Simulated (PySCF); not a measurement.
## How methods differ on the excitation energy of Ga²⁺

Ga²⁺ [Ar] 3d10 4s1 (2S) → Ga²⁺ [Ar] 3d9 4s2 (2D), as a difference of total energies. All numbers are calculated (PySCF 2.14, the spin-free X2C one-electron Hamiltonian (Gaussian nucleus), in x2c-TZVPPall). Correlated levels: valence and next inner shell: [Ne] frozen. The calculations carry no spin-orbit coupling.

```csv
method,excitation energy (cm⁻¹)
UHF,127340
MP2 (valence and next inner shell),136270
SCS-MP2 (valence and next inner shell),133600
CCSD (valence and next inner shell),130500
CCSD(T) (valence and next inner shell),130620
```

A first-order spin-orbit estimate (lowest level to lowest level, LS coupling) adds -0.174 eV.
